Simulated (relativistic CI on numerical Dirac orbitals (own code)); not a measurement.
# Energy levels of B²⁺

Calculated at this level of theory: Dirac-Coulomb-Breit CI, separate exchange-only KLI orbitals for each configuration, QED by a radiative potential, valence Slater integrals scaled by 0.85, P86 correlation estimate, and configurations built on the next ion tied to the tabulated ionisation energy (semi-empirical) (own radial code, finite nucleus).

CI space (outside the closed core 1s2): 2s, 2p, 3s, 3p, 3d, 4s, 4p, 4f, 4d. Levels of other configurations are missing.

The lowest level is 2s ²S1/2, with 100 % of that term; Hund's rules for 2s give ²S with J = 1/2, in agreement.

| No. | Configuration | Term | J | E (eV) | % | Landé g | Lifetime (s) |
| --- | --- | --- | --- | --- | --- | --- | --- |
| 1 | 2s | ²S | 1/2 | 0.0000 | 100 | 2.002 |  |
| 2 | 2p | ²P° | 1/2 | 6.1066 | 100 | 0.666 | 4.93e-09 |
| 3 | 2p | ²P° | 3/2 | 6.1104 | 100 | 1.334 | 4.92e-09 |
| 4 | 3s | ²S | 1/2 | 22.3394 | 100 | 2.002 | 6.37e-10 |
| 5 | 3p | ²P° | 1/2 | 23.9447 | 100 | 0.666 | 8.26e-10 |
| 6 | 3p | ²P° | 3/2 | 23.9457 | 100 | 1.334 | 8.27e-10 |
| 7 | 3d | ²D | 3/2 | 24.1303 | 100 | 0.800 | 1.84e-10 |
| 8 | 3d | ²D | 5/2 | 24.1307 | 100 | 1.200 | 1.84e-10 |
| 9 | 4s | ²S | 1/2 | 29.4872 | 100 | 2.002 | 1.02e-09 |
| 10 | 4p | ²P° | 1/2 | 30.1373 | 100 | 0.666 | 1.28e-09 |
| 11 | 4p | ²P° | 3/2 | 30.1376 | 100 | 1.334 | 1.29e-09 |
| 12 | 4d | ²D | 3/2 | 30.2378 | 100 | 0.800 | 4.09e-10 |
| 13 | 4d | ²D | 5/2 | 30.2379 | 100 | 1.200 | 4.09e-10 |
| 14 | 4f | ²F° | 5/2 | 30.2777 | 100 | 0.857 | 8.14e-10 |
| 15 | 4f | ²F° | 7/2 | 30.2777 | 100 | 1.143 | 8.14e-10 |

Energies count from the lowest computed level; ° marks odd parity; lifetimes are radiative, by E1, M1, E2, M2, E3 decay to levels of this space only.

The mean weight of the leading LS term, summed over parents, in these 15 levels is 100 %, and that of the leading jj configuration (from the same eigenvectors) 100 %.

Configurations that consist of the next ion and one excited electron were tied to the tabulated ionisation energy; Rydberg ones are usually within 1,000 to 3,000 cm⁻¹ and the lowest ones within about 6,000 (9,000 in d shells), while levels on excited terms of the next ion carry the error of that term, and the other configurations can be misplaced by 10,000 cm⁻¹ or more. Rates follow the energies as ν³ (E1, M1) or ν⁵ (E2), so rates, branching and lifetimes can be off by large factors. The fine structure of a lone outer electron comes out too small, for d and f at times inverted, and misplaced configurations move strength between like terms. 8 of the 8 excited levels that our extract of the measured tables holds in this range could be paired (the sources list more); they are missed by 499 cm⁻¹ on average and 1444 at most, and levels without a partner can miss by more.
